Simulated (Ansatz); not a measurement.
`[OH][Sn][F]` + `ClBBr` → `[F][Sn][Br]` + `OBCl` at 298.15 K and 1 bar (redistribution).

Program: Ansatz. Geometries: PBE0-D4/def2-TZVP. ΔE: electronic, gas phase. CCSD(T)/CBS is the MP2 limit (def2-TZVPP, def2-QZVPP) plus CCSD(T) − MP2 in def2-TZVPP, frozen cores. This one scheme is used for every species. def2 core potentials past Kr. For Br, Sn outer-core shells are correlated without core-valence functions, which leaves a few kJ/mol of doubt a bond. Scalar relativity is left out up to krypton. Each species was taken in one conformer, which may not be the lowest.

| species | CCSD(T)/CBS energy (Eh) | H − E (kJ/mol) | S (J/(mol·K)) |
| --- | --- | --- | --- |
| `[OH][Sn][F]` | -389.66871 | 51.5 | 292.7 |
| `ClBBr` | -3058.55678 | 49.7 | 285.3 |
| `[F][Sn][Br]` | -2887.23951 | 19.2 | 311.5 |
| `OBCl` | -561.03999 | 87.8 | 264.5 |

H − E and S are ideal-gas, rigid-rotor, harmonic terms from PBE0-D4/def2-TZVP, for one conformer and one mirror image of each species. 1 Eh = 2625.50 kJ/mol, R = 8.31446 J/(mol·K).

Q: By hand: ΔE, ΔH, ΔS and ΔG.

A: ΔE = (-2887.23951) + (-561.03999) − (-389.66871) − (-3058.55678) = -0.05401 Eh = -141.8 kJ/mol. Δ(H − E) = 19.2 + 87.8 − 51.5 − 49.7 = 5.8, so ΔH = -136.0 kJ/mol. ΔS = 311.5 + 264.5 − 292.7 − 285.3 = -2.0 J/(mol·K). ΔG = -136.0 − 298.15 × (-2.0)/1000 = -135.4 kJ/mol.

Q: By hand: the equilibrium constant, and the temperature at which ΔG would vanish if ΔH and ΔS stayed fixed.

A: log₁₀ K = −ΔG/(RT ln 10) = 23.7. ΔG = 0 at ΔH/ΔS = 68000 K, far beyond where these terms or the molecules hold.

The number of gas molecules stays the same, so ΔS is small and ΔH decides. A doubt of 5 kJ/mol in ΔE shifts log₁₀ K by 0.9 here. Other conformers and mirror images would add mixing entropy, several J/(mol·K) or more a flexible species. These are equilibria of isolated gas molecules and say nothing of rates. Largest T1 diagnostic: 0.018 (customary marks: 0.02 for closed shells, 0.045 for open ones).
